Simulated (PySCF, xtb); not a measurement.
Sn(H)2(F)(Me) (CH5FSn), SMILES [CH3][SnH2][F].

GFN2-xTB (xtb 6.7.1) at its own geometry gives an orbital gap of 5.62 eV and a dipole moment of 4.37 D.

The structure is a stationary point at B3LYP-D3(BJ)/def2-SVP. The def2 effective core potentials stand for the cores of Sn; spin–orbit coupling is left out.

### Question
What does PySCF with M06-2X/def2-TZVPD give? (Estimate from the structure and the level; the computed values follow.)

### Answer
gap 9.82 eV (levels -9.85 and -0.03 eV), dipole 3.21 D.
